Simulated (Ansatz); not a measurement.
C3H6AlN, SMILES `CC1=[C]([AlH2])N1`, relaxed with RKS PBE-D4/def2-SVP in Ansatz 0.2.0 from a rough embedded geometry. The force threshold is 0.03 eV/Å; the program also tests the step.

Charge 0, multiplicity 1.

Start:

```xyz
11

C     0.507   -0.862    1.706
C     0.157    0.151    0.724
C    -0.171    0.503   -0.541
Al   -0.555    0.093   -2.464
N    -0.165    1.500    0.467
H    -0.355   -1.369    2.110
H     1.153   -0.446    2.477
H     1.126   -1.661    1.125
H    -0.356   -1.499   -2.921
H    -1.010    1.140   -3.471
H    -0.330    2.450    0.788
```

```tsv
step	energy (eV)	largest force (eV/Å)	largest move (Å)
1	-11275.6810	3.459	0.000
2	-11276.0844	2.440	0.105
3	-11276.3586	1.139	0.188
4	-11276.4209	1.761	0.102
5	-11276.7260	1.861	0.160
6	-11276.9554	2.494	0.199
7	-11277.1434	1.757	0.200
8	-11277.2200	0.740	0.200
9 (rejected)	-11277.2000	0.645	0.200
10	-11277.2539	0.262	0.100
11	-11277.2604	0.080	0.100
12	-11277.2606	0.113	0.017
13	-11277.2614	0.082	0.054
14	-11277.2631	0.042	0.021
15	-11277.2636	0.052	0.025
16	-11277.2637	0.040	0.023
17	-11277.2638	0.014	0.006
```

End:

```xyz
11

C     0.523   -0.804    1.704
C     0.202    0.123    0.609
C    -0.107    0.385   -0.649
Al   -0.456    0.099   -2.506
N     0.081    1.534    0.467
H    -0.247   -0.740    2.503
H     1.485   -0.502    2.170
H     0.595   -1.850    1.349
H    -0.160   -1.361   -3.089
H    -1.067    1.282   -3.386
H    -0.850    1.834    0.829
```

Run time 20 s (4 threads of an Arm Neoverse V1 on a shared host); peak host memory 0.14 GiB.
